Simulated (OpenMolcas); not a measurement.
Ir3+ among 4 point charges of -2 e arranged as a square (D4h).

```yaml
Program: OpenMolcas 26.06
Method: "SS-CASPT2, IPEA 0.25 Eh, imaginary shift 0.1 Eh (closed shells correlated: 5s 5p)"
Basis: ANO-RCC-VTZP [8s7p5d3f1g]
Scalar_Hamiltonian: DKH2, point nucleus
Active_space: 6 electrons in 5 orbitals (5d)
State_averaging: 2S+1 = 5 even, 5 roots; 2S+1 = 3 even, 45 roots; 2S+1 = 1 even, 50 roots
Spin-orbit_coupling: RASSI with atomic mean-field integrals over the reference wave functions
```

All point charges move together. At R = 1.95 Å the first state of the same spin is 11880 cm-1, and at R = 2.06 Å it is 8950 cm-1.

Q: A third run gives 5650 cm-1. What distance was it run at?

A: With a power law R^-n the two known points give n = -ln(8950 / 11880) / ln(2.06 / 1.95) = 5.16. Then R = 1.95 × (11880 / 5650)^(1/5.16) = 2.252 Å. The run was at 2.26 Å, so the estimate is off by -0.008 Å.

This shell can be high or low spin here, a state of another spin lies low, and with metal d orbitals alone active their balance is uncertain, so the ground spin may be wrong. Point charges give a weaker field than real ligands, and real ions of this kind are as a rule low spin; the high spin found here belongs to the model. Free-ion shares, where given, are those of the reference states; single-state CASPT2 does not remix them. Spin-orbit coupling mixes the spin-free states strongly: the lowest level takes only 48 % from its leading state, 5A1 (figures for R = 1.95; the like holds for R = 2.06, R = 2.26). Point charges carry no covalency, so the field is a model and not that of real ligands. No measured value stands beside these numbers.
